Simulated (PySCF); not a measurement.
Gas-phase reaction: TiCl4.H2O + O → TiCl2(OH)2 + Cl2

Method: PySCF energies (xtb for GFN2) plus ideal-gas RRHO corrections (1 bar). † marks an energy on the PBE0/def2-TZVP geometry and frequencies; other levels use their own. MP2 freezes the core. Open shells (unrestricted): O (multiplicity 3); the rest are closed-shell singlets. GFN2 has no spin-polarisation term. Spin-orbit splitting is ignored; it lowers the true energy and changes the entropy of O. B3LYP is the form with VWN-RPA correlation. Adducts (TiCl4.H2O) have no counterpoise correction, and HF, PBE, BLYP, B3LYP and PBE0 lack dispersion. TiCl4.H2O, TiCl2(OH)2: computed as isolated molecules; such fragments, hydroxides, amides, oligomers or adducts are transient or little studied in the gas. MP2 isn't extrapolated to the basis-set limit. Warning, point group unlike the PBE0 one: TiCl2(OH)2 (GFN2-xTB).

```
level              ΔH°(298 K), kJ
-----------------  --------------
B3LYP/def2-TZVP†             -265
BLYP/def2-TZVP†                 …
GFN2-xTB                     -586
M06-2X/def2-TZVP†               …
MP2/def2-TZVPP†              -237
PBE/def2-SVP                    …
```

Q: Complete the blanks.

A: 
- BLYP/def2-TZVP†, ΔH°(298 K), kJ: -293
- M06-2X/def2-TZVP†, ΔH°(298 K), kJ: -250
- PBE/def2-SVP, ΔH°(298 K), kJ: -269
